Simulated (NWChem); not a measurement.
System: C₂H₃F₃Si; SMILES FC(F)=C(F)[SiH3]

Input file for NWChem:

```
start job
memory heap 200 mb stack 900 mb global 1100 mb
geometry units angstroms noautosym
  F     -1.492778     1.092448    -0.014016
  C     -0.182229     1.016810    -0.006342
  F      0.373745     2.195972    -0.003765
  C      0.460044    -0.154918     0.000090
  F      1.803394    -0.124941     0.021636
  Si    -0.398991    -1.835401     0.000477
  H      0.682281    -2.859409    -0.300000
  H     -1.030421    -2.113740     1.357286
  H     -1.480156    -1.856811    -1.068783
end
basis spherical
  * library def2-svp
end
dft
  xc pbe0
  grid fine
  iterations 150
end
driver
  maxiter 120
  tight
end
task dft optimize
task dft freq
```

NWChem printed, in part:

```
             Northwest Computational Chemistry Package (NWChem) 7.3.0
             --------------------------------------------------------

                             Geometry "geometry" -> ""
                             -------------------------

 Output coordinates in angstroms (scale by  1.889725989 to convert to a.u.)

  No.       Tag          Charge          X              Y              Z
 ---- ---------------- ---------- -------------- -------------- --------------
    1 F                    9.0000    -1.50013459     1.07249998    -0.01387964
    2 C                    6.0000    -0.18958559     0.99686198    -0.00620564
    3 F                    9.0000     0.36638841     2.17602398    -0.00362864
    4 C                    6.0000     0.45268741    -0.17486602     0.00022636
    5 F                    9.0000     1.79603741    -0.14488902     0.02177236
    6 Si                  14.0000    -0.40634759    -1.85534902     0.00061336
    7 H                    1.0000     0.67492441    -2.87935702    -0.29986364
    8 H                    1.0000    -1.03777759    -2.13368802     1.35742236
    9 H                    1.0000    -1.48751259    -1.87675902    -1.06864664

 Effective nuclear repulsion energy (a.u.)     296.7930579823

                                Z-matrix (autoz)
                                --------

 Units are Angstrom for bonds and degrees for angles

      Type          Name      I     J     K     L     M      Value
      ----------- --------  ----- ----- ----- ----- ----- ----------
    1 Stretch                  1     2                       1.31275
    2 Stretch                  2     3                       1.30366
    3 Stretch                  2     4                       1.33623
    4 Stretch                  4     5                       1.34386
    5 Stretch                  4     6                       1.88732
    6 Stretch                  6     7                       1.51922
    7 Stretch                  6     8                       1.52220
    8 Stretch                  6     9                       1.52075
    9 Bend                     1     2     3               111.94097
   10 Bend                     1     2     4               122.03301
   11 Bend                     2     4     5               117.45145
   12 Bend                     2     4     6               124.19527
   13 Bend                     3     2     4               126.02593
   14 Bend                     4     6     7               106.03203
   15 Bend                     4     6     8               110.59765
   16 Bend                     4     6     9               109.63241
   17 Bend                     5     4     6               118.34952
   18 Bend                     7     6     8               110.38206
   19 Bend                     7     6     9               110.94323
   20 Bend                     8     6     9               109.22226
   21 Torsion                  1     2     4     5        -179.33058
   22 Torsion                  1     2     4     6          -0.04934
   23 Torsion                  2     4     6     7         167.79550
   24 Torsion                  2     4     6     8         -72.52726
   25 Torsion                  2     4     6     9          47.96963
   26 Torsion                  3     2     4     5           0.55134
   27 Torsion                  3     2     4     6         179.83258
   28 Torsion                  5     4     6     7         -12.92925
   29 Torsion                  5     4     6     8         106.74799
   30 Torsion                  5     4     6     9        -132.75511

                           NWChem Geometry Optimization
                           ----------------------------

 maximum gradient threshold         (gmax) =   0.000015
 rms gradient threshold             (grms) =   0.000010
 maximum cartesian step threshold   (xmax) =   0.000060
 rms cartesian step threshold       (xrms) =   0.000040
 fixed trust radius                (trust) =   0.300000
 source of zmatrix                         =   autoz

          -------------------
          Energy Minimization
          -------------------

 Using diagonal initial Hessian
 Scaling for Hessian diagonals: bonds = 1.00  angles = 0.25  torsions = 0.10

          --------
          Step   0

                                 NWChem DFT Module
                                 -----------------

 Summary of "ao basis" -> "ao basis" (spherical)
 ------------------------------------------------------------------------------
       Tag                 Description            Shells   Functions and Types
 ---------------- ------------------------------  ------  ---------------------
 F                          def2-svp                 6       14   3s2p1d
 C                          def2-svp                 6       14   3s2p1d
 Si                         def2-svp                 8       18   4s3p1d
 H                          def2-svp                 3        5   2s1p

            General Information
            -------------------
          SCF calculation type: DFT
          Wavefunction type:  closed shell.
          No. of atoms     :     9
          No. of electrons :    56
           Alpha electrons :    28
            Beta electrons :    28
          Charge           :     0
          Spin multiplicity:     1
          Use of symmetry is: off; symmetry adaption is: off
          Maximum number of iterations: 150
          AO basis - number of functions:   103
                     number of shells:    47
          Convergence on energy requested:  1.00D-06
          Convergence on density requested:  1.00D-05
          Convergence on gradient requested:  5.00D-04

              XC Information
              --------------
                         PBE0 Method XC Functional
                     Hartree-Fock (Exact) Exchange  0.250
          PerdewBurkeErnzerhof Exchange Functional  0.750
            Perdew 1991 LDA Correlation Functional  1.000 local
           PerdewBurkeErnz. Correlation Functional  1.000 non-local

[...]

      ----------------------
      Optimization converged
      ----------------------

  Step       Energy      Delta E   Gmax     Grms     Xrms     Xmax
  ---- ---------------- -------- -------- -------- -------- --------
@   32    -666.10504197  8.4D-10  0.00000  0.00000  0.00002  0.00004
                                     ok       ok       ok       ok

                                Z-matrix (autoz)
                                --------

 Units are Angstrom for bonds and degrees for angles

[...]

 Rotational Constants
 --------------------
 A=   0.142255 cm-1  (  0.204669 K)
 B=   0.069129 cm-1  (  0.099459 K)
 C=   0.047298 cm-1  (  0.068049 K)

 Temperature                      =   298.15K
 frequency scaling parameter      =   1.0000

 Zero-Point correction to Energy  =   28.109 kcal/mol  (  0.044794 au)
 Thermal correction to Energy     =   32.470 kcal/mol  (  0.051745 au)
 Thermal correction to Enthalpy   =   33.062 kcal/mol  (  0.052688 au)

 Total Entropy                    =   83.147 cal/mol-K
   - Translational                =   40.038 cal/mol-K (mol. weight = 111.9956)
   - Rotational                   =   27.629 cal/mol-K (symmetry #  =        1)
   - Vibrational                  =   15.480 cal/mol-K

 Cv (constant volume heat capacity) =   23.344 cal/mol-K
   - Translational                  =    2.979 cal/mol-K
   - Rotational                     =    2.979 cal/mol-K
   - Vibrational                    =   17.385 cal/mol-K

[normal modes left out]

 ----------------------------------------------------------------------------
 Normal Eigenvalue ||           Projected Infra Red Intensities
  Mode   [cm**-1]  || [atomic units] [(debye/angs)**2] [(KM/mol)] [arbitrary]
 ------ ---------- || -------------- ----------------- ---------- -----------
    1       -0.000 ||    0.000298           0.007         0.291       0.057
    2       -0.000 ||    0.000137           0.003         0.133       0.026
    3       -0.000 ||    0.000035           0.001         0.035       0.007
    4        0.000 ||    0.000006           0.000         0.006       0.001
    5        0.000 ||    0.000083           0.002         0.081       0.016
    6        0.000 ||    0.000013           0.000         0.013       0.003
    7       83.014 ||    0.000009           0.000         0.008       0.002
    8      140.779 ||    0.000200           0.005         0.195       0.038
    9      159.100 ||    0.001077           0.025         1.050       0.205
   10      265.602 ||    0.002758           0.064         2.689       0.526
   11      338.680 ||    0.001971           0.045         1.921       0.376
   12      424.742 ||    0.018840           0.435        18.366       3.592
   13      499.283 ||    0.003064           0.071         2.987       0.584
   14      604.588 ||    0.000657           0.015         0.641       0.125
   15      655.525 ||    0.033726           0.778        32.877       6.430
   16      687.782 ||    0.047830           1.103        46.627       9.119
   17      691.077 ||    0.002836           0.065         2.765       0.541
   18      910.021 ||    0.247996           5.721       241.759      47.284
   19      928.606 ||    0.046109           1.064        44.949       8.791
   20      948.201 ||    0.058094           1.340        56.633      11.076
   21     1105.110 ||    0.055379           1.278        53.986      10.559
   22     1236.764 ||    0.179401           4.139       174.889      34.206
   23     1397.765 ||    0.200640           4.629       195.594      38.255
   24     1823.069 ||    0.287717           6.638       280.481      54.857
   25     2249.132 ||    0.057348           1.323        55.906      10.934
   26     2251.154 ||    0.095742           2.209        93.334      18.255
   27     2271.611 ||    0.074130           1.710        72.265      14.134
 ----------------------------------------------------------------------------
```

Level: PBE0/def2-SVP.
